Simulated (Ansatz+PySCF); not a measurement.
Results of a calculation; reference values are marked as such.
## Ansatz (development build ahead of 0.2.0) run

```yaml
crystal:
  periodic: [false, false, false]
  atoms:
    - { symbol: Cl, position_ang: [0.0, 0.0, -2.27649] }
    - { symbol: Cd, position_ang: [0.0, 0.0, 0.0] }
    - { symbol: Cl, position_ang: [0.0, 0.0, 2.27649] }
basis:
  gaussian: { orbitals: def2-SVP }
hamiltonian:
  xc: hf
correlation:
  method: ccsd_t
  frozen_orbitals: { Cd: 0, Cl: 5 }
scf:
  omitted_lower_state_checks: [starts, atomic_configurations, cluster_reference, orbital_swaps, given_window_search, neighbouring_geometries, increment]
```

The input is written out in the form of the current development build from the run's settings. The basis set brings a core potential for Cd, so the total leaves out those core electrons.

Results

```json
{
 "Converged": "yes",
 "Reference energy": "-1085.64657 hartree",
 "CCSD correlation energy": "-0.63158 hartree",
 "Triples correction": "-0.01366 hartree",
 "Total energy": "-1086.29180 hartree",
 "Spin squared of the determinant": "0.000",
 "Stability test": "minimum among restricted orbitals",
 "Largest doubles amplitude": "0.04"
}
```
